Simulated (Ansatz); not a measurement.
Reaction (formal exchange of groups at a Ge–S bond): `[SH][GeH]([Cl])[Cl]` + GeH₄ → `[Cl][GeH]([Cl])[GeH3]` + H₂S

Isolated molecules relaxed with PBE0-D4/def2-TZVP in Ansatz; ΔE leaves out vibrations. CBS: MP2 limit from def2 TZ/QZ plus the TZ coupled-cluster correction, frozen cores. This one scheme is used for every species. Functionals use def2-TZVPP. For Ge outer-core shells are correlated without core-valence functions, which leaves a few kJ/mol of doubt a bond. Scalar relativity is left out up to krypton. Each species was taken in one conformer, which may not be the lowest.

(1) Is it downhill or uphill in electronic energy at CCSD(T)/CBS, and by how much? (Best estimate.)

(2) What do these levels give: B97M-V, PBE, CCSD(T)/def2-SVP, HF/def2-QZVPP, MP2/def2-QZVPP, MP2/CBS(def2)? (An estimate is asked.)

Largest T1 diagnostic among the species: 0.012.

Answers

(1) Ansatz gave: Uphill: ΔE = +2.7 kcal/mol.

(2) Ansatz gave: B97M-V 5.4, PBE 2.3, CCSD(T)/def2-SVP 4.3, HF/def2-QZVPP 4.5, MP2/def2-QZVPP 3.7, MP2/CBS(def2) 3.5 kcal/mol.

From BLYP to BHLYP (50 % exact exchange), in def2-TZVPP and without D4, ΔE moves by +1.2 kcal/mol. At CCSD(T), def2-SVP lies +1.6 kcal/mol from the extrapolated value and def2-TZVPP +0.4 kcal/mol.
